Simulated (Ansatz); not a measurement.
`[GaH2][GeH2][TeH]` + CH₃OH → `C[O][GeH2][GaH2]` + H₂Te at 700 K and 1 bar (ligand exchange at a Ge–Te bond).

Program: Ansatz. Geometries: PBE0-D4/def2-TZVP. ΔE: electronic, gas phase. CCSD(T)/CBS adds triple-zeta CCSD(T) − MP2 to the extrapolated MP2 energy (def2 sets, frozen cores). This one scheme is used for every species. Elements past krypton have def2 core potentials. For Ga, Ge, Te outer-core shells are correlated without core-valence functions, which leaves a few kJ/mol of doubt a bond. Scalar relativity is left out up to krypton. Each species was taken in one conformer, which may not be the lowest.

```
            species  CCSD(T)/CBS energy (Eh)  H − E (kJ/mol)  S (J/(mol·K))
`[GaH2][GeH2][TeH]`              -4270.78896           168.5          507.8
              CH₃OH               -115.61712           170.8          288.5
 `C[O][GeH2][GaH2]`              -4117.47402           270.9          509.2
               H₂Te               -268.91024            57.2          261.6
```

H − E and S are ideal-gas, rigid-rotor, harmonic terms from PBE0-D4/def2-TZVP, for one conformer and one mirror image of each species. 1 Eh = 2625.50 kJ/mol, R = 8.31446 J/(mol·K).

**Question.** By hand: ΔE, ΔH, ΔS and ΔG.

**Answer.** ΔE = (-4117.47402) + (-268.91024) − (-4270.78896) − (-115.61712) = 0.02182 Eh = 57.3 kJ/mol. Δ(H − E) = 270.9 + 57.2 − 168.5 − 170.8 = -11.2, so ΔH = 46.1 kJ/mol. ΔS = 509.2 + 261.6 − 507.8 − 288.5 = -25.5 J/(mol·K). ΔG = 46.1 − 700 × (-25.5)/1000 = 64.0 kJ/mol.

**Question.** By hand: the equilibrium constant, and the temperature at which ΔG would vanish if ΔH and ΔS stayed fixed.

**Answer.** log₁₀ K = −ΔG/(RT ln 10) = -4.8. ΔH and −TΔS have one sign here, so there is no such temperature.

TΔS isn't small against ΔH here. A doubt of 5 kJ/mol in ΔE shifts log₁₀ K by 0.4 here. Other conformers and mirror images would add mixing entropy, several J/(mol·K) or more a flexible species. Modes under 60 cm⁻¹, often nearly free rotors, make the harmonic entropy too high. These are equilibria of isolated gas molecules and say nothing of rates. Largest T1 diagnostic: 0.013 (customary marks: 0.02 for closed shells, 0.045 for open ones).
